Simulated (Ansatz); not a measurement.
Zr2P2, relaxed as a singlet with RKS PBE-D4/def2-SVP in Ansatz, starting from the GFN2-xTB geometry. Force threshold 0.02 eV/Å.

In the def2 sets Zr takes a core potential; there is no spin–orbit coupling. The restricted singlet is unstable towards broken spin symmetry at other levels; at PBE-D4/def2-SVP this wasn't settled. At PBE0-D4/def2-TZVP a triplet of charge 0 lies 0.10 eV below the restricted singlet, each at its own geometry. The structure comes from a short search, and lower isomers may exist.

Start:

```xyz
4

Zr    0.275    1.025    1.218
Zr   -0.296   -1.544   -0.405
P    -1.940    1.636    0.406
P     1.961   -1.117   -1.218
```

```csv
step,energy (eV),largest force component (eV/Å),SCF passes
1,-21120.9003,2.845,47
2,-21121.8613,2.047,38
3,-21122.7645,1.424,41
4,-21123.6771,1.168,49
5,-21124.3055,0.851,48
6,-21124.3671,0.175,37
7,-21124.3689,0.023,37
8 (rejected),-21124.3689,0.024,37
9,-21124.3690,0.000,37
```

Force components are those of the run's own axes.

End:

Cartesian coordinates in Å:
```
Zr 0.698 0.760 0.997
Zr -0.717 -1.211 -0.278
P -1.519 1.025 0.102
P 1.538 -0.574 -0.821
```

Bonds formed: Zr1–P4, Zr2–P3 (atoms count from 1).

No frequencies were taken in this run, so the end may be a saddle point.

It took 16 s on 4 threads of Arm Neoverse V2 on a shared host.
